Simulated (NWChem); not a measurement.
System: BH₂O₂F; SMILES OB(O)F

Excerpt of the output:

```
             Northwest Computational Chemistry Package (NWChem) 7.3.0
             --------------------------------------------------------

 CS  symmetry detected

                             Geometry "geometry" -> ""
                             -------------------------

 Output coordinates in angstroms (scale by  1.889725989 to convert to a.u.)

  No.       Tag          Charge          X              Y              Z
 ---- ---------------- ---------- -------------- -------------- --------------
    1 B                    5.0000    -0.05300639    -0.00019738     0.00000000
    2 F                    9.0000     1.30402984     0.00262367     0.00000000
    3 O                    8.0000    -0.69688084    -1.16785332     0.00000000
    4 H                    1.0000    -0.13944463    -1.94559155     0.00000000
    5 O                    8.0000    -0.70125147     1.16510774     0.00000000
    6 H                    1.0000    -0.14673359     1.94493005     0.00000000

 Effective nuclear repulsion energy (a.u.)     114.9955864402

      Symmetry information
      --------------------

 Group name             Cs
 Group number              2
 Group order               2
 No. of unique centers     6

                                Z-matrix (autoz)
                                --------

 Units are Angstrom for bonds and degrees for angles

      Type          Name      I     J     K     L     M      Value
      ----------- --------  ----- ----- ----- ----- ----- ----------
    1 Stretch                  1     2                       1.35704
    2 Stretch                  1     3                       1.33341
    3 Stretch                  1     5                       1.33348
    4 Stretch                  3     4                       0.95688
    5 Stretch                  5     6                       0.95688
    6 Bend                     1     3     4               115.49588
    7 Bend                     1     5     6               115.49738
    8 Bend                     2     1     3               118.99254
    9 Bend                     2     1     5               118.96755
   10 Bend                     3     1     5               122.03991
   11 Torsion                  2     1     3     4           0.00000
   12 Torsion                  2     1     5     6          -0.00000
   13 Torsion                  3     1     5     6         180.00000
   14 Torsion                  4     3     1     5         180.00000

                           NWChem Geometry Optimization
                           ----------------------------

 maximum gradient threshold         (gmax) =   0.000450
 rms gradient threshold             (grms) =   0.000300
 maximum cartesian step threshold   (xmax) =   0.001800
 rms cartesian step threshold       (xrms) =   0.001200
 fixed trust radius                (trust) =   0.300000
 source of zmatrix                         =   autoz

          -------------------
          Energy Minimization
          -------------------

 Using diagonal initial Hessian
 Scaling for Hessian diagonals: bonds = 1.00  angles = 0.25  torsions = 0.10

          --------
          Step   0

                                 NWChem DFT Module
                                 -----------------

 Summary of "ao basis" -> "ao basis" (spherical)
 ------------------------------------------------------------------------------
       Tag                 Description            Shells   Functions and Types
 ---------------- ------------------------------  ------  ---------------------
 B                          def2-svp                 6       14   3s2p1d
 F                          def2-svp                 6       14   3s2p1d
 O                          def2-svp                 6       14   3s2p1d
 H                          def2-svp                 3        5   2s1p

      Symmetry analysis of basis
      --------------------------

        a'         48
        a"         18

[...]

      ----------------------
      Optimization converged
      ----------------------

  Step       Energy      Delta E   Gmax     Grms     Xrms     Xmax
  ---- ---------------- -------- -------- -------- -------- --------
@    5    -276.01810872 -1.5D-07  0.00001  0.00000  0.00038  0.00073
                                     ok       ok       ok       ok

                                Z-matrix (autoz)
                                --------

 Units are Angstrom for bonds and degrees for angles

      Type          Name      I     J     K     L     M      Value     Gradient
      ----------- --------  ----- ----- ----- ----- ----- ---------- ----------
    1 Stretch                  1     2                       1.34488   -0.00001
    2 Stretch                  1     3                       1.35014    0.00000
    3 Stretch                  1     5                       1.35014    0.00000
    4 Stretch                  3     4                       0.96143   -0.00000
    5 Stretch                  5     6                       0.96143    0.00000
    6 Bend                     1     3     4               112.28747   -0.00000
    7 Bend                     1     5     6               112.28730   -0.00000
    8 Bend                     2     1     3               120.11415    0.00000
    9 Bend                     2     1     5               120.11406    0.00000
   10 Bend                     3     1     5               119.77179   -0.00000
   11 Torsion                  2     1     3     4           0.00000    0.00000
   12 Torsion                  2     1     5     6          -0.00000    0.00000
   13 Torsion                  3     1     5     6         180.00000    0.00000
   14 Torsion                  4     3     1     5         180.00000    0.00000

                         Geometry "geometry" -> "geometry"
                         ---------------------------------

 Output coordinates in angstroms (scale by  1.889725989 to convert to a.u.)

  No.       Tag          Charge          X              Y              Z
 ---- ---------------- ---------- -------------- -------------- --------------
    1 B                    5.0000    -0.04029503    -0.00010288     0.00000000
    2 F                    9.0000     1.30458596     0.00245272     0.00000000
    3 O                    8.0000    -0.71547239    -1.16929593     0.00000000
    4 H                    1.0000    -0.12743366    -1.92992986     0.00000000
    5 O                    8.0000    -0.71990951     1.16651716     0.00000000
    6 H                    1.0000    -0.13476244     1.92937799     0.00000000

 Effective nuclear repulsion energy (a.u.)     114.5200496193

      Symmetry information
      --------------------

 Group name             Cs
 Group number              2
 Group order               2
 No. of unique centers     6

                Final and change from initial internal coordinates
                --------------------------------------------------

[...]

 Rotational Constants
 --------------------
 A=   0.345130 cm-1  (  0.496554 K)
 B=   0.329640 cm-1  (  0.474268 K)
 C=   0.168604 cm-1  (  0.242578 K)

 Temperature                      =   298.15K
 frequency scaling parameter      =   1.0000

 Zero-Point correction to Energy  =   23.341 kcal/mol  (  0.037197 au)
 Thermal correction to Energy     =   25.901 kcal/mol  (  0.041277 au)
 Thermal correction to Enthalpy   =   26.494 kcal/mol  (  0.042220 au)

 Total Entropy                    =   65.948 cal/mol-K
   - Translational                =   38.371 cal/mol-K (mol. weight =  64.0132)
   - Rotational                   =   23.935 cal/mol-K (symmetry #  =        1)
   - Vibrational                  =    3.642 cal/mol-K

 Cv (constant volume heat capacity) =   13.483 cal/mol-K
   - Translational                  =    2.979 cal/mol-K
   - Rotational                     =    2.979 cal/mol-K
   - Vibrational                    =    7.524 cal/mol-K

[normal modes left out]

 ----------------------------------------------------------------------------
 Normal Eigenvalue ||           Projected Infra Red Intensities
  Mode   [cm**-1]  || [atomic units] [(debye/angs)**2] [(KM/mol)] [arbitrary]
 ------ ---------- || -------------- ----------------- ---------- -----------
    1        0.000 ||    0.001253           0.029         1.222       0.130
    2        0.000 ||    0.000291           0.007         0.284       0.030
    3        0.000 ||    0.000292           0.007         0.284       0.030
    4        0.000 ||    0.000637           0.015         0.621       0.066
    5        0.000 ||    0.000114           0.003         0.111       0.012
    6        0.000 ||    0.000146           0.003         0.142       0.015
    7      442.827 ||    0.004264           0.098         4.157       0.444
    8      454.018 ||    0.000000           0.000         0.000       0.000
    9      457.918 ||    0.046944           1.083        45.763       4.887
   10      526.051 ||    0.198808           4.587       193.808      20.696
   11      685.790 ||    0.143950           3.321       140.329      14.985
   12      894.342 ||    0.005573           0.129         5.433       0.580
   13     1001.988 ||    0.220572           5.089       215.025      22.961
   14     1009.582 ||    0.030231           0.697        29.471       3.147
   15     1438.309 ||    0.425709           9.821       415.003      44.316
   16     1545.608 ||    0.424258           9.788       413.588      44.165
   17     3938.433 ||    0.195683           4.515       190.762      20.370
   18     3940.321 ||    0.030402           0.701        29.638       3.165
 ----------------------------------------------------------------------------
```

Level: PBE0/def2-SVP. The printed entropy takes a lower symmetry number than the molecule has.

**Question.** Write an input that gives this output.

**Answer.** One answer among several that fit: the input that was run:
```
start job
memory heap 200 mb stack 900 mb global 1100 mb
geometry units angstroms
  B     -0.075372    -0.008535     0.014320
  F      1.249725     0.141669    -0.236901
  O     -0.455722    -0.743579     1.059805
  H      0.254466    -1.125000     1.575327
  O     -0.956803     0.583615    -0.792275
  H     -0.581159     1.088004    -1.513452
end
basis spherical
  * library def2-svp
end
dft
  xc pbe0
  iterations 150
end
driver
  maxiter 120
end
task dft optimize
task dft freq
```
